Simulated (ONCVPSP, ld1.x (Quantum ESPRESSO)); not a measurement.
**Potentials for nickel compared**

Generated with ld1.x 7.5 (TM, RRKJ, ultrasoft, PAW), atompaw 4.2 or ONCVPSP 4.0.1. The cutoff is in Ry: for ld1.x and atompaw files where the sum of valence levels is converged to 10 mRy in a Bessel basis, for ONCV files where the hardest occupied wave has 1 mHa per electron of residual kinetic energy. The error is the largest all-electron minus pseudo excitation energy over each file’s own four to seven test configurations (ionisations up to +4, promotions, holes and added fractions of an electron), all of which were solved. The labels leave out finer settings (local radius, basis sizes, second energies), which also bear on the numbers. Spin-polarised tests are not counted. The rows are a selection from randomly drawn settings: files with unsolved tests, undetermined cutoffs or missed reference levels are left out.

A true bound ghost makes a file unfit for plane-wave use even where its test errors are small: the radial tests pick states by their node count and pass the ghost by.

```tsv
potential	cutoff (Ry)	largest error (meV)	bound ghosts
RRKJ, PBEsol, fully relativistic, rc 2.25/2.55/1.15 (spd), local p, core correction yes, reference 3d8 4s2 4p0	140	-617	s
RRKJ, BP86, non-relativistic, rc 1.75/0.95/1.45 (spd), local s, core correction yes, reference 3p6 3d8 4s2 4p0	140	-1153	none
ONCV, LDA (Perdew-Zunger), non-relativistic, rc 1.70/1.10/1.15/1.40 (spdf), local smoothed, core correction yes, reference 3p6 3d8 4s1, qcut 4/11.8/11.2/7.7, projectors 2/2/1/2	113	-52	s
ONCV, PBEsol, scalar-relativistic, rc 2.35/1.00/0.80 (spd), local d, core correction yes, reference 3p6 3d8 4s2, qcut 3.5/13.1/13.9, projectors 3/3/0	425	-53	s
```

(1) Fill in the row for Ni: ONCV, PW91, scalar-relativistic, rc 2.10/2.15/1.05 (spd), local smoothed, core correction yes, reference 3d8 4s2, qcut 3.7/3.6/14.9, projectors 3/2/1.

(2) Fill in the row for Ni: ONCV, LDA (Perdew-Zunger), scalar-relativistic, rc 1.75/1.25/0.95 (spd), local smoothed, core correction yes, reference 3p6 3d8 4s1.5 4p0.5, qcut 2.9/11.9/16.9, projectors 2/2/2.

## Answers

(1) cutoff 174 Ry, largest error -102 meV, bound ghosts: none.

(2) cutoff 208 Ry, largest error -25 meV, bound ghosts: s.
